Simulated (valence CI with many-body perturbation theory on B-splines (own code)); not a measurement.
**Br13+: one-electron terms**

Method: configuration interaction combined with many-body perturbation theory (CI+MBPT): four valence electrons over a frozen Dirac-Fock core [Ar], a basis of 7 s, 7 p, 8 d, 6 f, 4 g, 1 h functions for each j, with the one-electron correlation potential Σ1, the two-electron term Σ2, the three-electron term Σ3, Breit, model QED; selected CI, second order for the rest, scaled by the run's own slope (own B-spline code, finite nucleus).

No measured levels were compared; by estimate terms of the open shell hold to 2 to 4 % of their energy, and close levels can change places. The list stops below the first excitations out of the core. Only levels of the ground parity were solved; by the run's estimate the other parity begins above the list, which can be wrong where configurations are misplaced.

These are the spectroscopic orbitals of the CI (the correlating ones are not listed), shaped by the core and the other valence electrons. h is the expectation value of the core's Dirac-Fock operator, without the valence repulsion; Σ1 is computed up to l = 3 at one energy for each symmetry, that of its lowest orbital but kept below the first core excitation, so for empty shells it is not the orbital's own correlation shift; Breit and QED include the response of the core.

```csv
Orbital,h (hartree),Σ1 (cm⁻¹),Breit (cm⁻¹),QED (cm⁻¹),⟨r⟩ (bohr)
4s1/2,-12.697,-6518,499,359,1.113
5s1/2,-7.4573,-2251,229,165,1.903
6s1/2,-4.9143,-1077,122,88.5,2.911
4p1/2,-11.819,-6785,751,-35.0,1.148
5p1/2,-7.0456,-2463,359,-16.4,1.970
6p1/2,-4.6892,-1206,196,-8.9,3.011
4p3/2,-11.714,-6630,468,-3.2,1.159
5p3/2,-6.9978,-2431,224,-1.4,1.984
6p3/2,-4.6633,-1195,125,-0.7,3.028
3d3/2,-21.071,-20867,843,-167,0.4834
4d3/2,-10.36,-6254,251,-34.1,1.201
5d3/2,-6.3744,-2574,124,-15.8,2.090
3d5/2,-21.007,-20604,143,-128,0.4856
4d5/2,-10.341,-6213,80.8,-24.5,1.204
5d5/2,-6.3654,-2556,41.2,-11.3,2.094
4f5/2,-9.1452,-8325,-18.1,-10.9,1.192
5f5/2,-5.8364,-4009,-10.4,-6.4,2.130
4f7/2,-9.1422,-8133,-51.8,-8.7,1.193
5f7/2,-5.8344,-3902,-29.5,-5.2,2.131
5g7/2,-5.6173,,-0.8,-0.6,1.954
5g9/2,-5.6166,,-2.2,-0.1,1.954
```

Among the shells of the start configuration 3d4, Σ1 is largest in size for 3d3/2, where it is 0.45 % of h.

Lowest root of each symmetry, sizes in configuration state functions:

```
J  Parity  Roots  Reference  Variational  Second order  Change by selected CI (cm⁻¹)  Change by second order (cm⁻¹)
0    even      6         37         7546         50525                         -7095                             -3
1    even      5         93        15466        110837                         -7011                             -4
2    even      9        133        21608        143129                         -6952                             -3
3    even      7        136        23251        209743                         -6943                             -4
4    even      8        121        22239        178940                         -6988                             -4
5    even      3         88        18106        114625                         -9004                             -7
6    even      3         56        14505        130677                         -8978                             -6
```
